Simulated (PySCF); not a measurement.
All values below come from PBE-D3(BJ)/def2-TZVP // r2SCAN-D4/def2-TZVP (PySCF 2.14.0). All species are isolated molecules in the gas phase. One relaxed conformer stands for a flexible species; it need not be the lowest. Delta-SCF ions had no search for a lower state. Excitations are Tamm–Dancoff values on a coarser integration grid. The basis has no diffuse functions, so Rydberg states are missing or too high.

Reference species (SMILES): `[SiH2]1CB1` (neutral, multiplicity 1).

- brightest of the four lowest singlets (TDA) = 5.41 eV
- vertical ionisation energy (Delta-SCF) = 9.05 eV
- HOMO = -5.94 eV
- LUMO = -2.41 eV

Changed species: `[SiH](=C)B`.

Predict the effect on the brightest of the four lowest singlets (TDA), vertical ionisation energy (Delta-SCF), HOMO and LUMO.

the brightest of the four lowest singlets (TDA) falls by 1.39 eV, to 4.02 eV; the vertical ionisation energy (Delta-SCF) falls by 0.08 eV, to 8.97 eV; the HOMO drops by 0.11 eV, to -6.05 eV; the LUMO falls by 1.42 eV, to -3.83 eV.
